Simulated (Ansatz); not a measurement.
Compare A (`B[SiH2]C[SiH3]`) with its isomer B (`BC[SiH2][SiH3]`).

Gas-phase electronic energies from Ansatz, PBE0-D4/def2-TZVP geometries. CCSD(T)/CBS adds triple-zeta CCSD(T) − MP2 to the extrapolated MP2 energy (def2 sets, frozen cores). Functionals use def2-TZVPP. Each species was taken in one conformer, which may not be the lowest.

A:

```xyz
13

B    -0.887   -0.417   -2.562
Si   -0.792   -0.384   -0.555
C     0.797    0.291    0.186
Si    0.790    0.403    2.053
H    -1.794   -0.981   -3.102
H    -0.089    0.133   -3.264
H    -1.045   -1.753   -0.013
H    -1.941    0.466   -0.110
H     1.632   -0.344   -0.129
H     0.983    1.287   -0.230
H     0.559   -0.940    2.649
H    -0.298    1.311    2.507
H     2.084    0.927    2.570
```

B:

```xyz
13

B    -1.5598   -0.5148    0.8781
C    -1.1101   -1.0164   -0.4956
Si    0.7571   -0.6267   -0.5428
Si    1.2391    1.5688    0.1166
H    -1.9171    0.6209    1.0194
H    -1.4812   -1.2146    1.8473
H    -1.5246   -0.4710   -1.3477
H    -1.1695   -2.0958   -0.6572
H     1.2340   -0.8340   -1.9381
H     1.4906   -1.5727    0.3410
H     0.4343    2.5347   -0.6795
H     2.6826    1.8590   -0.0994
H     0.9246    1.7625    1.5579
```

Question: Which isomer does CCSD(T)/CBS put lower? Give the gap. (Estimate.)

Answer: Computed: B, by 42.4 kJ/mol.

Question: Give E(B) − E(A) in kJ/mol with r2SCAN-D4, HF/def2-TZVPP, MP2/def2-TZVPP, ωB97M-V, PBE0-D4, PBE-D4, CCSD(T)/def2-TZVPP. (Best estimate.)

Answer: The calculation gave: r2SCAN-D4 -49.4, HF/def2-TZVPP -31.4, MP2/def2-TZVPP -42.9, ωB97M-V -43.3, PBE0-D4 -50.6, PBE-D4 -53.7, CCSD(T)/def2-TZVPP -42.1. None reverses the order clearly.

Largest T1 diagnostic: 0.012.

In def2-TZVPP, CCSD(T) changes the Hartree–Fock value by −10.7 kJ/mol (the triples alone add −2.3 kJ/mol) and MP2 by −11.5 kJ/mol. From PBE to PBE0 (25 % exact exchange), in def2-TZVPP and without D4, E(B) − E(A) moves by +3.0 kJ/mol.
